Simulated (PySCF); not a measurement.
**Mayer bond orders and bond lengths**

Compound: C4H12F2OSi2.
Atom-mapped SMILES: `[CH3:1][Si:2]([CH2:3][F:4])([CH2:5][F:6])[O:7][CH2:8][SiH3:9]` (hydrogens: H10, H11, H12 on C1; H13, H14 on C3; H15, H16 on C5; H17, H18 on C8; H19, H20, H21 on Si9)

Structure used (GFN2-xTB), in Å, numbered top down from 1:
```xyz
21
C4H12F2OSi2 angstrom
C     -1.1597   -2.0812   -0.5358
Si    -0.8296   -0.3181    0.0989
C     -1.5475    0.9285   -1.1879
F     -0.8676    0.8028   -2.3911
C     -1.6692    0.0035    1.7874
F     -3.0420   -0.0628    1.6378
O      0.7193    0.0174    0.4401
C      1.8497    0.0303   -0.4285
Si     3.1081    1.2143    0.3759
H     -0.6156   -2.8184    0.0498
H     -2.2152   -2.3316   -0.4802
H     -0.8516   -2.1913   -1.5729
H     -1.4258    1.9720   -0.8845
H     -2.6007    0.7560   -1.4159
H     -1.4069   -0.7488    2.5320
H     -1.4516    0.9895    2.2009
H      1.5464    0.3504   -1.4262
H      2.2268   -0.9914   -0.5193
H      2.4918    2.5365    0.4791
H      4.3052    1.2623   -0.4665
H      3.4269    0.6973    1.7063
```

Bond orders from the PBE0/pcSseg-1 density (PySCF). Geometry: GFN2-xTB, one conformer, isolated molecule.

**Question.** How far do the computed orders between heavy atoms stray from the drawn ones?

**Answer.** The largest departure is 0.180, at C5–F6 (drawn single, 0.820) and C3–F4 (drawn single, 0.821). Drawn single, order below 0.88: Si2–C3 (0.878), C3–F4 (0.821), Si2–C5 (0.866), C5–F6 (0.820) and O7–C8 (0.835).

**Question.** Set the Mayer orders of the bonds beside their lengths.

**Answer.** 
| bond | drawn as | length (Å) | Mayer order |
| --- | --- | --- | --- |
| C1–Si2 | single | 1.903 | 0.968 |
| Si2–C3 | single | 1.930 | 0.878 |
| C3–F4 | single | 1.388 | 0.821 |
| Si2–C5 | single | 1.913 | 0.866 |
| C5–F6 | single | 1.382 | 0.820 |
| Si2–O7 | single | 1.621 | 0.995 |
| O7–C8 | single | 1.426 | 0.835 |
| C8–Si9 | single | 1.906 | 0.906 |
| C1–H10 | single | 1.087 | 0.955 |
| C1–H11 | single | 1.086 | 0.948 |
| C1–H12 | single | 1.087 | 0.950 |
| C3–H13 | single | 1.093 | 0.949 |
| C3–H14 | single | 1.091 | 0.944 |
| C5–H15 | single | 1.091 | 0.948 |
| C5–H16 | single | 1.091 | 0.946 |
| C8–H17 | single | 1.091 | 0.934 |
| C8–H18 | single | 1.093 | 0.949 |
| Si9–H19 | single | 1.462 | 0.950 |
| Si9–H20 | single | 1.465 | 0.931 |
| Si9–H21 | single | 1.462 | 0.951 |

Bonds between the same two heavy elements. C–Si: lowest Si2–C5 (0.866, 1.913 Å), highest C1–Si2 (0.968, 1.903 Å). C–F: all 2 within 0.02 of one another (0.820 to 0.821).

**Question.** Sum the orders of all bonds at each heavy atom with more than one neighbour and set the sums beside the valence in the SMILES.

**Answer.** C1 3.821 (drawn 4), Si2 3.707 (drawn 4), C3 3.592 (drawn 4), C5 3.580 (drawn 4), O7 1.830 (drawn 2), C8 3.624 (drawn 4), Si9 3.738 (drawn 4). Orders between atoms that aren't bonded are not in these sums.

For a closed shell the Mayer order of atoms A and B is Σ (PS)μν (PS)νμ over the basis functions μ on A and ν on B, with P the density and S the overlap matrix.
